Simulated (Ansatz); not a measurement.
The cluster Al₈Si₂⁻. The state is a doublet with charge -1. Geometry PBE-D4/def2-SVP; atoms count from 1.

```xyz
10

Al   -0.9817   -0.5628    2.2557
Al    1.0859   -1.6424    1.0775
Al   -0.7954   -0.5827   -0.5875
Al    0.7617    1.2116    1.4663
Al    1.3324   -2.2002   -1.4790
Al   -1.6504    1.8756    0.7735
Al    2.2178    0.2478   -0.4552
Al    0.1704    1.8999   -1.1485
Si   -2.9375   -0.2372    0.7322
Si    0.7967   -0.0097   -2.6351
```

The structure comes from a short search, and lower isomers may exist.

(1) Estimate the Mulliken populations from the PBE0/def2-SVP orbitals of Ansatz.

(2) Where does the spin sit?

(3) And the Mayer bond orders between heavy atoms (over 0.3)?

## Answers

(1) 
| atom | charge (e) | spin (α − β) |
| --- | --- | --- |
| Al1 | 0.06 | -0.02 |
| Al2 | -0.01 | 0.53 |
| Al3 | -0.34 | 0.03 |
| Al4 | -0.14 | 0.10 |
| Al5 | 0.07 | -0.05 |
| Al6 | 0.02 | 0.01 |
| Al7 | -0.19 | -0.03 |
| Al8 | 0.07 | 0.46 |
| Si9 | -0.26 | 0.00 |
| Si10 | -0.28 | -0.03 |
Mulliken values depend strongly on the basis.

(2) Summed by element: Al 1.03, Si -0.03, of 1 unpaired in all. Largest on single atoms: Al2 0.53, Al8 0.46, Al4 0.10.

(3) Al1–Al2 0.59 (2.61 Å); Al1–Al4 0.47 (2.61 Å); Al1–Si9 0.76 (2.50 Å); Al2–Al3 0.35 (2.73 Å); Al2–Al5 0.50 (2.63 Å); Al2–Al7 0.41 (2.68 Å); Al3–Al4 0.31 (3.14 Å); Al3–Si9 0.71 (2.54 Å); Al3–Si10 0.52 (2.66 Å); Al4–Al6 0.48 (2.60 Å); Al4–Al7 0.51 (2.60 Å); Al5–Si10 0.58 (2.53 Å); Al6–Al8 0.53 (2.65 Å); Al6–Si9 0.80 (2.47 Å); Al7–Al8 0.33 (2.72 Å); Al7–Si10 0.55 (2.61 Å); Al8–Si10 0.67 (2.50 Å).
